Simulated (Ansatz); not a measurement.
## Worked example: hopping rate and mobility from the reorganisation energy

heptazine (C₆H₃N₇), SMILES C12=NC=NC3N1C(N=CN=3)=NC=N2.

The structure is a stationary point at PBE-D3(BJ)/def2-SVP.

Four-point relaxation energies from PBE-D3(BJ)/def2-SVP run with Ansatz (an electronic-structure program), gas phase: hole: ion 76 meV, neutral 153 meV; electron: ion 52 meV, neutral 51 meV. Assume, for the exercise, a transfer integral of 80 meV, an outer reorganisation energy of 0 meV, equal site energies, a hop of 3.5 Å along one direction and 298.15 K (kT = 25.69 meV).

### Question
Find the Marcus rate and the mobility for each carrier.

### Answer

k = (2π/ħ) t² (4π λ kT)^(−1/2) exp(−λ/4kT), ħ = 6.582×10⁻¹³ meV s; for a chain D = k a² and μ = e D/kT.
Hole: λ = 76 + 153 + 0 = 229 meV, barrier λ/4 = 57 meV, k = 2.4e13 s⁻¹, μ = 1.2 cm²/(V s).
Electron: λ = 52 + 51 + 0 = 103 meV, barrier λ/4 = 26 meV, k = 1.2e14 s⁻¹, μ = 5.9 cm²/(V s).
Where t approaches λ/2 the carrier no longer hops and the formula overstates localisation. Disorder and quantum modes are left out.
